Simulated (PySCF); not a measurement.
Input for PySCF: R-HF/3-21G on CH4O (SMILES CO).

```python
from pyscf import gto, scf, dft, mp
from pyscf.data.elements import chemcore

mol = gto.M(
    atom='''
    C     0.51629070    0.39583176    3.51331580
    O    -0.55307262   -0.16388145    2.73953680
    H     0.24462513    0.44799337    4.56941960
    H     0.67528962    1.40290933    3.13551849
    H     1.43804009   -0.17811540    3.39436043
    H    -0.72805514   -1.06378596    3.03493647
    ''',
    basis='3-21g',
    charge=0, spin=0, verbose=3, max_memory=1800)
mf = scf.RHF(mol)
mf.conv_tol = 1e-8
mf.max_cycle = 100
mf.kernel()
if not mf.converged:
    mf = mf.newton().run(mf.mo_coeff, mf.mo_occ)
```

It printed:

```
converged SCF energy = -114.397663613916
```

The calculation finished and met its thresholds.

Cost: roughly 0.10 core-seconds.
